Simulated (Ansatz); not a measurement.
Relaxation of AlF3H5N (10 atoms, charge 0, multiplicity 1), to a largest force component of 0.03 eV/Å in at most 50 steps.

Computed with RKS r2SCAN-D4/def2-SVP (Ansatz).

```xyz
10
Properties=species:S:1:pos:R:3
Al -0.455 -1.216 1.301
H 1.071 -1.287 1.121
F -1.411 -2.408 0.658
F -1.112 -0.199 2.433
H 0.348 1.199 -1.239
N -0.615 0.898 -1.084
H 1.993 0.018 0.061
F 2.317 0.704 -0.449
H -0.981 0.566 -1.976
H -1.154 1.724 -0.826
```

Where does it end, and by what steps?

It converged. The force dipped under the threshold on the way, but the program's further checks kept it going. After 11 steps the energy has fallen by 1.461 eV; Al1 moved furthest, 0.69 Å. Joined: Al1–N6.

| step | energy less start (eV) | largest force component (eV/Å) | accepted |
| --- | --- | --- | --- |
| 0 | 0.0000 | 0.786 | yes |
| 1 | -0.2418 | 0.637 | yes |
| 2 | -0.6078 | 0.704 | yes |
| 3 | -1.0750 | 0.712 | yes |
| 4 | -1.3302 | 1.093 | yes |
| 5 | -1.3560 | 0.961 | yes |
| 6 | -1.3970 | 0.627 | yes |
| 7 | -1.4507 | 0.238 | yes |
| 8 | -1.4597 | 0.063 | yes |
| 9 | -1.4608 | 0.012 | yes |
| 10 | -1.4604 | 0.054 | no |
| 11 | -1.4610 | 0.020 | yes |

```xyz
10
Properties=species:S:1:pos:R:3
Al -0.443 -0.741 0.794
H 1.141 -0.992 0.927
F -1.304 -2.036 0.174
F -1.130 0.123 2.052
H 0.380 0.880 -0.948
N -0.579 0.585 -0.697
H 1.908 -0.056 0.129
F 2.166 0.629 -0.493
H -1.032 0.196 -1.527
H -1.107 1.413 -0.409
```

Whether the end is a true minimum wasn't checked by a vibrational analysis.

The run took 17 s on 2 threads of Intel(R) Xeon(R) 6975P-C (Granite Rapids) (shared host), peak memory 0.17 GiB.
